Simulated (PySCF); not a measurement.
TeF4, SMILES F[Te](F)(F)F.

Geometry optimised at PBE0-D3(BJ)/def2-SVP. The geometry has at least one imaginary mode, so it is a saddle point at that level. The isomer is the one that the SMILES or the coordinates give; other isomers of the formula were not compared. The def2 effective core potentials stand for the cores of Te; spin–orbit coupling is left out.

Two levels are set side by side: PBE/def2-TZVP (PySCF) and M06-2X/def2-TZVP (PySCF). Same geometry, gas phase. Differences are taken from unrounded values.

```tsv
quantity	M06-2X
orbital gap (eV)	10.98
highest occupied level (eV)	-12.35
lowest empty level (eV)	-1.36
dipole moment (D)	3.70
mean polarisability (bohr³)	34.4
```

**Question.** What does PBE give, and how far is it from M06-2X? (The exact figures need the calculation; the answer reports its results.)

**Answer.** 
```tsv
quantity	PBE	PBE minus M06-2X
orbital gap (eV)	5.70	-5.28
highest occupied level (eV)	-9.12	3.23
lowest empty level (eV)	-3.42	-2.05
dipole moment (D)	3.33	-0.38
mean polarisability (bohr³)	37.0	2.7
```

PBE's occupied levels lie high since its potential decays too fast outside the molecule; exact exchange lowers them and widens the gap. PBE's more diffuse valence density responds more strongly to a field. Differences between two approximate levels are no errors against the true value.

Rough cost on one machine, each run with all the roots and properties that it gave: M06-2X against PBE about 3 times.
